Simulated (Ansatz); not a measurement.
`[F][Ga]([Br])[Br]` → 2 Br• + F• + Ga•  (atomization)

Computed with Ansatz on PBE0-D4/def2-TZVP structures; ΔE is electronic, products minus reactants. CCSD(T)/CBS is the MP2 limit (def2-TZVPP, def2-QZVPP) plus CCSD(T) − MP2 in def2-TZVPP, frozen cores. This one scheme is used for every species, atoms too. Functionals use def2-TZVPP. HSE06 is defined as in plane-wave codes. No spin–orbit coupling; open shells (•) take unrestricted orbitals. Spin–orbit coupling would lower the free atoms: a little for F; clearly for Br, Ga. For Br, Ga outer-core shells are correlated without core-valence functions, so the limit isn't a true one: a few kJ/mol of doubt a bond, and 10 to 20 or more in all where bonds break to atoms. Scalar relativity is left out up to krypton.

`[F][Ga]([Br])[Br]`:

```xyz
4

F     0.077   -0.393    1.783
Ga    0.004   -0.020    0.089
Br   -0.640   -1.652   -1.319
Br    0.559    2.064   -0.553
```

Q: What is ΔE at CCSD(T)/CBS? (An estimate is asked.)

A: Computed: +1137.5 kJ/mol.

Q: What do these levels give: B97M-V, PBE0-D4, r2SCANh-D4, r2SCAN0-D4, HSE06-D4, ωB97M-V, B2PLYP, LC-ωPBE, CCSD(T)/def2-SVP, HF/def2-QZVPP, SCS-MP2/def2-QZVPP, CCSD/CBS(def2)? (Estimate.)

A: Computed: B97M-V 1114.3, PBE0-D4 1112.0, r2SCANh-D4 1127.0, r2SCAN0-D4 1106.7, HSE06-D4 1113.3, ωB97M-V 1098.1, B2PLYP 1094.8, LC-ωPBE 1110.4, CCSD(T)/def2-SVP 1053.7, HF/def2-QZVPP 806.2, SCS-MP2/def2-QZVPP 1146.2, CCSD/CBS(def2) 1108.2 kJ/mol.

Largest T1 diagnostic among the species: 0.013.

From PBE to PBE0 (25 % exact exchange), in def2-TZVPP and without D4, ΔE moves by −24.6 kJ/mol: exact exchange takes away binding that semilocal exchange gives to molecules. Leaving LDA and LC-ωPBE aside and taking each functional with its dispersion term where it has one, the values, not all of them listed here, spread over 94.1 kJ/mol, from BHLYP-D4 to r2SCAN-D4. LDA lies +187.2 kJ/mol from PBE without D4, its usual overbinding.

For atomizations the MP2-based limit and the directly extrapolated one differ by several kJ/mol either way, and by 10 to 25 for some Ge, Se and Sn compounds, so smaller differences from it don't rank the levels.
